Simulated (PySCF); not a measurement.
pent-1-en-4-yne (C5H6), SMILES C#CCC=C. Geometry: B3LYP-D3(BJ)/def2-SVP. One conformer was computed; it need not be the lowest.

These are B3LYP-D3(BJ)/def2-SVP (PySCF) values and carry that method's errors.

Harmonic wavenumbers (cm⁻¹): 86, 188, 344, 408, 477, 644, 689, 704, 895, 922, 949, 990, 1027, 1120, 1228, 1296, 1317, 1427, 1434, 1724, 2230, 3007, 3064, 3132, 3154, 3229, 3472. Rotational constants (GHz): 18.99, 2.552, 2.428; symmetry number 1.

Question: Work out the zero-point energy and the ideal-gas rigid-rotor harmonic-oscillator thermochemistry at 298.15 K and 1 atm.

Answer: ZPE = ½ Σ hcν = ½ × 39156 cm⁻¹ = 234.20 kJ/mol. H − E(el) = 251.77 kJ/mol. Entropy in J/(mol K): translation 161.02, rotation 106.34, vibration 44.35, total 311.71. G − E(el) = 158.84 kJ/mol. Cp = 91.38 J/(mol K). Modes under 150 cm⁻¹ make the vibrational entropy uncertain.
